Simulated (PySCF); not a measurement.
C2H6BO2, multiplicity 2. Atoms are numbered in the order given.

```xyz
11

C      1.9487     0.5310     0.3502
O      1.3198    -0.6478    -0.1390
B     -0.0115    -0.7485    -0.2867
O     -0.8713     0.2504     0.0229
C     -2.2744     0.1428    -0.1181
H      1.2145     1.2229     0.7902
H      2.6887     0.2438     1.1122
H      2.4723     1.0363    -0.4768
H     -2.7515     0.2967     0.8627
H     -2.6314     0.9236    -0.8081
H     -2.5679    -0.8442    -0.5096
```
Charge 0, spin multiplicity 2.

Geometry: ωB97X-D3(BJ)/def2-SVP. The isomer is the one that the SMILES or the coordinates give; other isomers of the formula were not compared. The values are those of a single conformer.

Method: PBE0/def2-TZVP run with PySCF.

ESP charges are fitted to the potential on shells at 1.4 to 2.0 van der Waals radii. Atomic charges (e):

```json
[
 {"atom": "C1", "ESP fit": "0.10", "meta-Löwdin": "-0.13", "Mulliken spin": "0.05"},
 {"atom": "O2", "ESP fit": "-0.27", "meta-Löwdin": "-0.37", "Mulliken spin": "-0.01"},
 {"atom": "B3", "ESP fit": "0.01", "meta-Löwdin": "0.28", "Mulliken spin": "0.94"},
 {"atom": "O4", "ESP fit": "-0.01", "meta-Löwdin": "-0.38", "Mulliken spin": "0.03"},
 {"atom": "C5", "ESP fit": "-0.36", "meta-Löwdin": "-0.12", "Mulliken spin": "-0.03"},
 {"atom": "H6", "ESP fit": "0.00", "meta-Löwdin": "0.12", "Mulliken spin": "0.00"},
 {"atom": "H7", "ESP fit": "0.05", "meta-Löwdin": "0.12", "Mulliken spin": "0.00"},
 {"atom": "H8", "ESP fit": "0.05", "meta-Löwdin": "0.12", "Mulliken spin": "0.00"},
 {"atom": "H9", "ESP fit": "0.15", "meta-Löwdin": "0.12", "Mulliken spin": "0.00"},
 {"atom": "H10", "ESP fit": "0.14", "meta-Löwdin": "0.12", "Mulliken spin": "0.00"},
 {"atom": "H11", "ESP fit": "0.13", "meta-Löwdin": "0.11", "Mulliken spin": "0.02"}
]
```

**Question.** Give the Mayer and Wiberg (Löwdin basis) orders of the bonds. (Estimate from the structure and the level; the computed values follow.)

**Answer.** 
```json
[
 {"bond": "C1–O2", "Mayer": "0.90", "Wiberg": "1.37"},
 {"bond": "O2–B3", "Mayer": "1.35", "Wiberg": "2.00"},
 {"bond": "B3–O4", "Mayer": "1.27", "Wiberg": "1.94"},
 {"bond": "O4–C5", "Mayer": "0.93", "Wiberg": "1.40"},
 {"bond": "C1–H6", "Mayer": "0.97", "Wiberg": "0.92"},
 {"bond": "C1–H7", "Mayer": "0.97", "Wiberg": "0.94"},
 {"bond": "C1–H8", "Mayer": "0.97", "Wiberg": "0.94"},
 {"bond": "C5–H9", "Mayer": "0.97", "Wiberg": "0.94"},
 {"bond": "C5–H10", "Mayer": "0.97", "Wiberg": "0.94"},
 {"bond": "C5–H11", "Mayer": "0.97", "Wiberg": "0.92"}
]
```
